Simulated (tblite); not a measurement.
C5H5FN2.
SMILES with atom numbers: `[H]/[N:5]=[C:4]1/[C@@H:3]([C:2]#[N:1])[C@@H:7]([F:8])[CH2:6]1` (hydrogens: H9 on C3; H10 on N5; H11, H12 on C6; H13 on C7)

Computed with GFN2-xTB (tblite), gas phase: Langevin dynamics at 400 K from the optimised GFN2-xTB geometry, time step 0.5 fs, friction 0.01 fs⁻¹, 2000 steps. The instantaneous temperature is 2·E(kin)/(3Nk) with all 3N coordinates.

```tsv
t (fs)	T (K)	E(pot) above start (eV)	N1≡C2 (Å)	C2–C3 (Å)	C3–C4 (Å)	C4=N5 (Å)	C4–C6 (Å)	C3–H9 (Å)
0	333	0.000	1.142	1.439	1.521	1.243	1.514	1.092
25	195	0.400	1.160	1.441	1.549	1.221	1.494	1.042
50	295	0.363	1.159	1.440	1.509	1.254	1.511	1.035
75	365	0.401	1.131	1.442	1.515	1.278	1.587	1.113
100	304	0.637	1.120	1.491	1.594	1.217	1.522	1.145
125	435	0.486	1.128	1.457	1.540	1.279	1.508	1.140
150	390	0.531	1.158	1.403	1.496	1.253	1.530	1.073
175	338	0.804	1.162	1.446	1.504	1.196	1.552	1.032
200	470	0.489	1.132	1.427	1.542	1.261	1.498	1.089
225	454	0.575	1.131	1.420	1.549	1.244	1.494	1.183
250	535	0.615	1.140	1.407	1.537	1.224	1.558	1.182
275	497	0.602	1.162	1.417	1.522	1.264	1.475	1.116
300	420	0.709	1.168	1.452	1.514	1.242	1.520	1.018
325	470	0.577	1.131	1.466	1.477	1.236	1.572	1.048
350	470	0.653	1.148	1.464	1.496	1.235	1.525	1.150
375	420	0.748	1.164	1.466	1.504	1.234	1.499	1.195
400	517	0.478	1.142	1.436	1.451	1.251	1.510	1.160
425	328	0.682	1.118	1.458	1.510	1.246	1.536	1.054
450	412	0.405	1.139	1.420	1.590	1.243	1.499	1.049
475	332	0.549	1.145	1.366	1.555	1.207	1.535	1.088
500	279	0.444	1.149	1.434	1.441	1.286	1.539	1.134
525	277	0.456	1.137	1.431	1.541	1.217	1.540	1.125
550	314	0.376	1.149	1.436	1.522	1.232	1.478	1.083
575	284	0.487	1.169	1.502	1.472	1.265	1.468	1.075
600	344	0.335	1.153	1.439	1.594	1.237	1.558	1.092
625	229	0.378	1.125	1.419	1.566	1.239	1.471	1.104
650	250	0.394	1.114	1.458	1.555	1.256	1.505	1.116
675	291	0.440	1.154	1.432	1.506	1.241	1.528	1.078
700	266	0.647	1.191	1.493	1.550	1.262	1.492	1.058
725	291	0.525	1.166	1.430	1.544	1.250	1.491	1.071
750	402	0.484	1.126	1.466	1.504	1.242	1.518	1.104
775	442	0.500	1.115	1.491	1.540	1.273	1.468	1.120
800	431	0.592	1.143	1.412	1.511	1.203	1.506	1.085
825	254	0.808	1.187	1.486	1.548	1.244	1.565	1.085
850	337	0.554	1.145	1.355	1.500	1.267	1.512	1.098
875	354	0.426	1.137	1.469	1.530	1.212	1.541	1.057
900	419	0.564	1.131	1.505	1.456	1.254	1.520	1.102
925	462	0.683	1.138	1.415	1.516	1.240	1.584	1.129
950	451	0.475	1.159	1.400	1.547	1.206	1.501	1.123
975	288	0.636	1.138	1.404	1.547	1.293	1.502	1.073
1000	355	0.630	1.130	1.437	1.570	1.217	1.538	1.059
```

Question: From 500 fs on, how do temperature and potential energy compare with equipartition?

Answer: The mean temperature of these 21 frames is 334 K against the target 400 K, and the mean potential energy 0.52 eV against 33 × kT/2 = 0.57 eV for 33 classical harmonic modes. For 13 atoms in a canonical ensemble the temperature itself scatters by T·√(2/(3N)) = 91 K; here its standard deviation is 72 K. The whole run lasts only 10 friction times of 100 fs, so these averages carry a wide statistical error.

Question: What are the kinetic and total energies of the listed frame with the highest potential energy?

Answer: The one at 825 fs, 0.808 eV above the start. Its kinetic energy is 3NkT/2 = 0.426 eV at 254 K, so the sum is 1.23 eV; over the listed frames the sum runs from 0.56 to 1.51 eV, since the thermostat adds and removes energy.

Question: How much do the listed bonds fluctuate from 500 fs on?

Answer: 
```tsv
bond	at the start (Å)	mean (Å)	standard deviation (Å)
N1≡C2	1.142	1.145	0.020
C2–C3	1.439	1.444	0.037
C3–C4	1.521	1.527	0.037
C4=N5	1.243	1.245	0.024
C4–C6	1.514	1.515	0.032
C3–H9	1.092	1.094	0.024
```

The motion is classical and holds no zero-point motion.

What follows is the cost of the whole dynamics run. Time: 16 s wall; peak memory 0.18 GiB. Hardware: one thread, Arm Neoverse N1 (aarch64), no GPU (shared host).
